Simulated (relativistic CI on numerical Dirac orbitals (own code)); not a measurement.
Radial parameters of Ti XVIII

Calculated at this level of theory: Dirac-Coulomb-Breit CI, KLI orbitals optimised for each configuration, a model potential for QED, unscaled Slater integrals (own radial code, finite nucleus).

Slater integrals F^k, G^k are unscaled and averaged over j, outside the closed core 1s2; ζ comes from projecting the Hamiltonian with its Breit term on Σ l·s of the shell.

- 2s2 2p: ζ(2p) = 38322 cm⁻¹; <r>(2p) = 0.254, <r^2>(2p) = 0.07803 (bohr units).
- 2s 2p2: F^2(2p,2p) = 375100, G^1(2s,2p) = 404340, ζ(2p) = 37863 cm⁻¹; <r>(2s) = 0.2949, <r^2>(2s) = 0.1018, <r>(2p) = 0.2547, <r^2>(2p) = 0.07838 (bohr units).
- 2p3: F^2(2p,2p) = 373470, ζ(2p) = 37425 cm⁻¹; <r>(2p) = 0.2557, <r^2>(2p) = 0.07905 (bohr units).

Averages of the first 10 configurations, taken without configuration mixing, which lowers the lowest level and can move excited configurations by several eV; other configurations of the list can lie among them:

```csv
Configuration,Parity,States,Average energy above the lowest level (eV)
2s2 2p,odd,6,9.0
2s 2p2,even,30,64.8
2p3,odd,20,136.7
2p2 3s,even,30,796.7
2p2 3p,odd,90,814.3
2p2 3d,even,150,830.5
2s2 3s,even,2,690.7
2s2 3p,odd,6,710.7
2s2 3d,even,10,727.0
2s 2p 3s,odd,24,735.5
```
